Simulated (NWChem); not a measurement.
System meant: Si2H5O2Cl; SMILES O[SiH](O)[SiH2]Cl

Input file for NWChem:

```
start job
memory heap 200 mb stack 900 mb global 1100 mb
geometry units angstroms noautoz
  O      1.413960     1.446168     0.578570
  Si    -0.215842     1.410985     0.260037
  O     -0.611226     1.819966    -1.302271
  Si    -0.857017    -0.836162     0.465390
  Cl     0.880445    -1.849656    -0.136144
  H      1.894749     0.666775     0.271868
  H     -0.826671     2.361313     1.230100
  H     -0.415524     2.719861    -1.583659
  H     -1.980332    -1.283193    -0.406318
  H     -1.142116    -1.245246     1.872579
end
basis spherical
  O library def2-svp
  Si library def2-svp
  Cl library def2-svp
  H library def2-svp
end
dft
  odft
  mult 2
  xc pbe0
  iterations 150
  mulliken
end
task dft energy
```

End of the output:

```
 ==============================================================================
                                 internuclear angles
 ------------------------------------------------------------------------------
        center 1       |       center 2       |       center 3       |  degrees
 ------------------------------------------------------------------------------
    2 Si               |   1 O                |   6 H                |   114.24
    1 O                |   2 Si               |   3 O                |   114.10
    1 O                |   2 Si               |   4 Si               |   105.77
    1 O                |   2 Si               |   7 H                |   105.31
    3 O                |   2 Si               |   4 Si               |   104.65
    3 O                |   2 Si               |   7 H                |   110.95
    4 Si               |   2 Si               |   7 H                |   116.25
    2 Si               |   3 O                |   8 H                |   117.14
    2 Si               |   4 Si               |   5 Cl               |   102.19
    2 Si               |   4 Si               |   9 H                |   116.24
    2 Si               |   4 Si               |  10 H                |   113.40
    5 Cl               |   4 Si               |   9 H                |   108.14
    5 Cl               |   4 Si               |  10 H                |   107.21
    9 H                |   4 Si               |  10 H                |   108.97
 ------------------------------------------------------------------------------
                            number of included internuclear angles:         14
 ==============================================================================

 Summary of "ao basis" -> "" (spherical)
 ------------------------------------------------------------------------------
       Tag                 Description            Shells   Functions and Types
 ---------------- ------------------------------  ------  ---------------------
 O                          def2-svp                 6       14   3s2p1d
 Si                         def2-svp                 8       18   4s3p1d
 Cl                         def2-svp                 8       18   4s3p1d
 H                          def2-svp                 3        5   2s1p

                                 NWChem DFT Module
                                 -----------------

 Summary of "ao basis" -> "ao basis" (spherical)
 ------------------------------------------------------------------------------
       Tag                 Description            Shells   Functions and Types
 ---------------- ------------------------------  ------  ---------------------
 O                          def2-svp                 6       14   3s2p1d
 Si                         def2-svp                 8       18   4s3p1d
 Cl                         def2-svp                 8       18   4s3p1d
 H                          def2-svp                 3        5   2s1p

  number of electrons :                   66
  multiplicity        :                    2
 ------------------------------------------------------------------------
  no. of electrons and multiplicity not compatible                  66
 ------------------------------------------------------------------------
 ------------------------------------------------------------------------
  current input line :
    28: task dft energy
 ------------------------------------------------------------------------
 ------------------------------------------------------------------------
 There is an error in the input file
 ------------------------------------------------------------------------
 For more information see the NWChem manual at https://nwchemgit.github.io

0: no. of electrons and multiplicity not compatible:Received an Error in Communication
```

Problem. What is wrong, and how is it mended?

Solution. The program refused the input. Cause: the multiplicity doesn't fit the number of electrons (an even count wants an odd multiplicity, and the reverse). This input runs:
```
start job
memory heap 200 mb stack 900 mb global 1100 mb
geometry units angstroms noautoz
  O      1.413960     1.446168     0.578570
  Si    -0.215842     1.410985     0.260037
  O     -0.611226     1.819966    -1.302271
  Si    -0.857017    -0.836162     0.465390
  Cl     0.880445    -1.849656    -0.136144
  H      1.894749     0.666775     0.271868
  H     -0.826671     2.361313     1.230100
  H     -0.415524     2.719861    -1.583659
  H     -1.980332    -1.283193    -0.406318
  H     -1.142116    -1.245246     1.872579
end
basis spherical
  * library def2-svp
end
dft
  xc pbe0
  iterations 150
  mulliken
end
task dft energy
```
It converges to -1191.76720 Ha (PBE0/def2-SVP).
